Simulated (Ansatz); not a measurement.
`N#[C][SnH]([C]#N)[C]#N` + `[F][InH][Cl]` → `N#[C][In]([F])[Cl]` + `N#[C][SnH2][C]#N` at 400 K and 1 bar (formal exchange of groups at a C–Sn bond).

Isolated molecules relaxed with PBE0-D4/def2-TZVP in Ansatz; ΔE leaves out vibrations. CCSD(T)/CBS is the MP2 limit (def2-TZVPP, def2-QZVPP) plus CCSD(T) − MP2 in def2-TZVPP, frozen cores. def2 core potentials past Kr. For In, Sn outer-core shells are correlated without core-valence functions, which leaves a few kJ/mol of doubt a bond.

```
                 species  CCSD(T)/CBS energy (Eh)  H − E (kJ/mol)  S (J/(mol·K))
`N#[C][SnH]([C]#N)[C]#N`               -492.82581           120.1          431.9
          `[F][InH][Cl]`               -750.05448            44.4          327.9
    `N#[C][In]([F])[Cl]`               -842.19796            56.8          388.5
      `N#[C][SnH2][C]#N`               -400.68648           108.9          376.7
```

H − E and S are ideal-gas, rigid-rotor, harmonic terms from PBE0-D4/def2-TZVP. 1 Eh = 2625.50 kJ/mol, R = 8.31446 J/(mol·K).

Q: By hand: ΔE, ΔH, ΔS and ΔG.

A: ΔE = (-842.19796) + (-400.68648) − (-492.82581) − (-750.05448) = -0.00415 Eh = -10.9 kJ/mol. Δ(H − E) = 56.8 + 108.9 − 120.1 − 44.4 = 1.2, so ΔH = -9.7 kJ/mol. ΔS = 388.5 + 376.7 − 431.9 − 327.9 = 5.4 J/(mol·K). ΔG = -9.7 − 400 × (5.4)/1000 = -11.9 kJ/mol.

Q: By hand: the equilibrium constant, and the temperature at which ΔG would vanish if ΔH and ΔS stayed fixed.

A: log₁₀ K = −ΔG/(RT ln 10) = 1.6. ΔH and −TΔS have one sign here, so there is no such temperature. One of them is within its doubt of zero, so this could turn.

The number of gas molecules stays the same, so ΔS is small and ΔH decides. A doubt of 5 kJ/mol in ΔE shifts log₁₀ K by 0.7 here. These are equilibria of isolated gas molecules and say nothing of rates. Largest T1 diagnostic: 0.016 (customary marks: 0.02 for closed shells, 0.045 for open ones).
